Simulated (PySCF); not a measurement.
Si(CF3)2(H)(Me), SMILES C[SiH](C(F)(F)F)C(F)(F)F at its B3LYP/def2-SVP optimised geometry (Å):

```
14

Si    -0.2608    -0.6306     0.0000
C     -0.8920    -1.4966     1.5284
C      1.6756    -0.6306     0.0000
F      2.1817    -0.0159     1.0894
F      2.1974    -0.0256    -1.0825
F      2.1367    -1.9036     0.0115
C     -0.8452     1.2152     0.0000
F     -0.4451     1.8732     1.1081
F     -0.3912     1.9036    -1.0637
F     -2.1974     1.2724    -0.0294
H     -0.7033    -1.2339    -1.2810
H     -0.5433    -2.5409     1.5524
H     -0.5278    -0.9874     2.4344
H     -1.9930    -1.4962     1.5479
```

Computed with B3LYP/def2-TZVP (PySCF). Cells within 0.4 Å of a nucleus heavier than hydrogen are left out (blank, or x).

Map of the deformation density (molecule minus spherical neutral atoms) (e/bohr³) on the plane z = 1.2 Å:

```
|11111111111111111111111111111|
|11111111111111111111111111111|
|11111111111111111111111111111|
|11111111111111111111111111111|
|11111111111111111111111111111|
|11111111111111111111111111111|
|11111111111111111111111111111|
|11111111111274111111111111111|
|111111111114xx611111111111111|
|111111111002xx511111111111111|
|11111111100112111111111111111|
|11111111100000001111111111111|
|11111111100000000111211111111|
|111111110000000000128x1111111|
|11111111000000000012xx6111111|
|111111100000100000014x5211111|
|11111100001232100000121111111|
|11111000122475200000001111111|
|11111000465x94100000001111111|
|11111000574x62100000011111111|
|11111000221363100011111111111|
|11111100001474100111111111111|
|11111111000242001111111111111|
|11111111100000001111111111111|
|11111111110000011111111111111|
|11111111111100111111111111111|
|11111111111111111111111111111|
|11111111111111111111111111111|
|11111111111111111111111111111|
```
Scale: ten equal steps from -0.010 (start of '0') to 0.060 (end of '9'), in the order '0123456789'; x runs from -4.50 to 4.50, y from -4.50 (bottom) to 4.50 (top).
